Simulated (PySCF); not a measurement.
**H₂RuS, triplet: data card**

Method: PySCF, UPBE0, basis Ru def2-TZVP with ECP28, S def2-TZVP, H def2-TZVP (scalar-relativistic core potentials, no spin–orbit coupling, density fitting).

The structure is a minimum.

```json
{
 "Point group": "Cs",
 "Bond lengths": "Ru–H 1.554 Å (×2), Ru–S 2.029 Å",
 "Bond angles": "H–Ru–H 86.3°, H–Ru–S 93.5° (×2)",
 "Dipole moment": "3.00 D",
 "Rotational constants": "3.518, 0.1634, 0.163 cm⁻¹",
 "Spin squared ⟨S²⟩": "2.022",
 "Lowest empty level (β)": "-3.02 eV",
 "Rotational symmetry number": "1",
 "Entropy at 298.15 K and 1 bar (electronic part: spin only)": "280.7 J/(mol K)",
 "Highest occupied level (α)": "-6.57 eV",
 "Heat capacity Cp at 298.15 K": "50.9 J/(mol K)",
 "Atomisation energy without zero-point energy": "931 kJ/mol",
 "Principal quadrupole moments (Buckingham, traceless) about the centre of mass": "-1.84, -1.56, 3.39 D Å",
 "Enthalpy at 298.15 K above 0 K": "11.66 kJ/mol",
 "Principal polarisabilities": "45.5, 47.5, 74.9 bohr³",
 "Zero-point energy": "40.4 kJ/mol"
}
```

Harmonic modes (masses in u: Ru 101.904, S 31.972, H 1.008):
| symmetry | ω (cm⁻¹) | IR (km/mol) |
| --- | --- | --- |
| a' | 564 | 13.9 |
| a'' | 567 | 10.3 |
| a' | 572 | 59.8 |
| a' | 668 | 1.8 |
| a'' | 2172 | 31.0 |
| a' | 2212 | 43.1 |

Charges (e):
| atom | Mulliken | Löwdin | polar tensor | spin (Mulliken) | Mayer order to Ru1 |
| --- | --- | --- | --- | --- | --- |
| Ru1 | 0.25 | -0.25 | 0.61 | 1.35 | – |
| S2 | -0.32 | 0.18 | -0.37 | 0.77 | 2.14 |
| H3,4 | 0.03 | 0.04 | -0.12 | -0.06 | 0.92 |

Mulliken populations on Ru1 (electrons outside its core potential): s 2.52, p 6.27, d 6.96, f 0.01.

This need not be the most stable arrangement of these atoms. Open d and f shells are described by one determinant, and the ground state may have another occupation or spin.

The final relaxation and frequency run took 32 s on 4 threads of a shared Arm Neoverse V1 host, with 89 basis functions and 14 gradients; the process peaked at 1 GiB. Launch command: `OMP_NUM_THREADS=4 python axn.py task.json out`.
